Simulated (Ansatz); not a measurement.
Geometry optimisation, Ansatz 0.2.0, RHF/def2-SVP.

The input (input.yaml):

```yaml
crystal:
  periodic: [false, false, false]
  atoms:
    - { symbol: B, position_ang: [0.029617, 0.249581, -0.075629] }
    - { symbol: H, position_ang: [0.068639, 0.301289, 1.111899] }
    - { symbol: Cl, position_ang: [1.48106, 0.489883, -1.024249] }
    - { symbol: F, position_ang: [-1.109004, 0.063746, -0.67742] }
    - { symbol: Br, position_ang: [0.38485, -2.720008, 1.192283] }
    - { symbol: H, position_ang: [0.297039, -1.39589, 1.862316] }
basis:
  gaussian: { orbitals: def2-SVP }
hamiltonian:
  xc: hf
relax:
  f_tol: 0.03
  max_steps: 50
```

Run as:

```bash
$ ansatz run input.yaml --threads 1 --pin off --max-ram 2048MiB --backend cpu --events-out ev --progress --plain --runs-dir out
```

Question: Where does it end, and by what steps?

Answer: It converged. The force dipped under the threshold on the way, but the program's further checks kept it going. After 16 steps the energy has fallen by 0.295 eV; H6 moved furthest, 1.37 Å.

| step | energy less start (eV) | largest force component (eV/Å) | accepted |
| --- | --- | --- | --- |
| 0 | 0.0000 | 1.991 | yes |
| 1 | -0.1749 | 0.740 | yes |
| 2 | -0.1563 | 1.202 | no |
| 3 | -0.2095 | 0.547 | yes |
| 4 | -0.2391 | 0.412 | yes |
| 5 | -0.2564 | 0.417 | yes |
| 6 | -0.2718 | 0.412 | yes |
| 7 | -0.2758 | 0.421 | yes |
| 8 | -0.2819 | 0.422 | yes |
| 9 | -0.2900 | 0.343 | yes |
| 10 | -0.2925 | 0.168 | yes |
| 11 | -0.2805 | 0.652 | no |
| 12 | -0.2940 | 0.008 | yes |
| 13 | -0.2941 | 0.154 | yes |
| 14 | -0.2870 | 0.464 | no |
| 15 | -0.2951 | 0.008 | yes |
| 16 | -0.2952 | 0.021 | yes |

```xyz
6
Properties=species:S:1:pos:R:3
B -0.014 0.602 -0.313
H -0.024 0.901 0.837
Cl 1.467 0.687 -1.252
F -1.110 0.225 -0.905
Br 0.353 -2.941 1.347
H 0.480 -2.486 2.674
```

Whether the end is a true minimum wasn't checked by a vibrational analysis.

Run time: 41 s on 1 thread of Arm Neoverse V1 (shared host), peak memory 0.17 GiB.
